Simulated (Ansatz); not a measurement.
C10H9NS, SMILES c12c(cc(N)cc2scc1)C=C. Heavy atoms are numbered as in [CH2:1]=[CH:2][c:3]1[cH:4][c:5]([NH2:6])[cH:7][c:8]2[s:9][cH:10][cH:11][c:12]12.

All values below come from PBE-D3(BJ)/def2-SVP run with Ansatz (a quantum-chemistry and plane-wave program).

Bond lengths of the relaxed neutral molecule (Å): C1–C2 1.351, C2–C3 1.471, C3–C4 1.404, C3–C12 1.430, C4–C5 1.420, C5–N6 1.389, C5–C7 1.412, C7–C8 1.401, C8–S9 1.754, C8–C12 1.429, S9–C10 1.749, C10–C11 1.372, C11–C12 1.442.

### Question
How do the bond lengths change in the relaxed cation? (The exact figures need the calculation; the answer reports its results.)

### Answer

```json
[
 {"bond": "C1–C2", "neutral (Å)": "1.351", "cation (Å)": "1.354"},
 {"bond": "C2–C3", "neutral (Å)": "1.471", "cation (Å)": "1.464"},
 {"bond": "C3–C4", "neutral (Å)": "1.404", "cation (Å)": "1.395"},
 {"bond": "C3–C12", "neutral (Å)": "1.430", "cation (Å)": "1.451"},
 {"bond": "C4–C5", "neutral (Å)": "1.420", "cation (Å)": "1.423"},
 {"bond": "C5–N6", "neutral (Å)": "1.389", "cation (Å)": "1.350"},
 {"bond": "C5–C7", "neutral (Å)": "1.412", "cation (Å)": "1.442"},
 {"bond": "C7–C8", "neutral (Å)": "1.401", "cation (Å)": "1.384"},
 {"bond": "C8–S9", "neutral (Å)": "1.754", "cation (Å)": "1.762"},
 {"bond": "C8–C12", "neutral (Å)": "1.429", "cation (Å)": "1.438"},
 {"bond": "S9–C10", "neutral (Å)": "1.749", "cation (Å)": "1.719"},
 {"bond": "C10–C11", "neutral (Å)": "1.372", "cation (Å)": "1.398"},
 {"bond": "C11–C12", "neutral (Å)": "1.442", "cation (Å)": "1.416"}
]
```
